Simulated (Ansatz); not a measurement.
C$_{4}$H$_{11}$O$_{2}$Si, doublet, at a GFN2-xTB geometry. Base run: CCSD(T)/STO-3G (Ansatz, a quantum-chemistry and plane-wave program).

Input for Ansatz:
Ansatz 0.2 input:
```yaml
crystal:
  periodic: [false, false, false]
  atoms:
    - {symbol: C, position_ang: [-3.23607282, -0.47201656, 0.21462063]}
    - {symbol: C, position_ang: [-2.17238664, 0.10055917, 1.13931068]}
    - {symbol: O, position_ang: [-0.91019509, 0.17074665, 0.55878731]}
    - {symbol: Si, position_ang: [-0.08928474, -0.89283056, -0.37384442]}
    - {symbol: O, position_ang: [1.42747813, -0.35186110, -0.46653669]}
    - {symbol: C, position_ang: [1.88766280, 0.97642545, -0.57794778]}
    - {symbol: C, position_ang: [3.31832513, 1.06106807, -0.07260705]}
    - {symbol: H, position_ang: [-4.20522603, -0.44283066, 0.70511338]}
    - {symbol: H, position_ang: [-3.28585892, 0.10867489, -0.70287510]}
    - {symbol: H, position_ang: [-2.99209270, -1.50125425, -0.03652569]}
    - {symbol: H, position_ang: [-2.43920080, 1.12404620, 1.42921187]}
    - {symbol: H, position_ang: [-2.11248878, -0.50952961, 2.05071206]}
    - {symbol: H, position_ang: [-0.71769907, -0.97657701, -1.69145660]}
    - {symbol: H, position_ang: [1.23847200, 1.64213552, -0.00011180]}
    - {symbol: H, position_ang: [1.83827781, 1.27270531, -1.63337935]}
    - {symbol: H, position_ang: [3.69035593, 2.07741275, -0.17491566]}
    - {symbol: H, position_ang: [3.35920806, 0.76930099, 0.97362841]}
    - {symbol: H, position_ang: [3.95280357, 0.38824236, -0.64384373]}
basis:
  gaussian:
    orbitals: STO-3G
magnetization: {spin_polarized: true, initial_magnetization: 1}
correlation: {method: ccsd_t}
```

Question: The base was run again with changes. Order these runs by total energy, lowest first: reference functional = pbe0 | method = bccd | method = mp2.

Answer: reference functional = pbe0 (ΔE vs base (mEh) 3.017), method = bccd (ΔE vs base (mEh) 7.525), method = mp2 (ΔE vs base (mEh) 96.992)
